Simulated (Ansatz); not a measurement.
Calculated with Ansatz (gas phase, PBE0-D4/def2-TZVP geometries, no zero-point term in ΔE). CCSD(T)/CBS is the MP2 limit (def2-TZVPP, def2-QZVPP) plus CCSD(T) − MP2 in def2-TZVPP, frozen cores. Elements past krypton have def2 core potentials. For Zr outer-core shells are correlated without core-valence functions, which leaves a few kJ/mol of doubt a bond. Each species was taken in one conformer, which may not be the lowest.

Consider the substitution at a C–C bond: `CC(=O)C(C)(C)C(C)C` + `C[O][Zr]([NH2])([Cl])[O]C` → `C[O][Zr]([Cl])([NH]C(C)C)[O]C` + `CC(=O)C(C)C`.

| level | ΔE (kJ/mol) |
| --- | --- |
| MP2/def2-TZVPP | 21.2 |
| CCSD/CBS(def2) | 15.9 |

Q: What does CCSD(T)/CBS give? (Best estimate.)

A: Computed: +17.5 kJ/mol. The listed levels differ from it by 3.7, -1.6 kJ/mol.

Largest T1 diagnostic among the species: 0.016.

The D4 term adds +7.0 kJ/mol with B3LYP and +3.8 kJ/mol with PBE0; it sums over pairs of atoms, weighted by their polarisabilities, and B3LYP, whose exchange is more repulsive, gets the larger term. In def2-TZVPP, CCSD(T) changes the Hartree–Fock value by +16.3 kJ/mol (the triples alone add +1.6 kJ/mol) and MP2 by +21.4 kJ/mol. From PBE to PBE0 (25 % exact exchange), in def2-TZVPP and without D4, ΔE moves by +3.5 kJ/mol.

B3LYP here is the variant with VWN-RPA as its local correlation; programs differ in this.
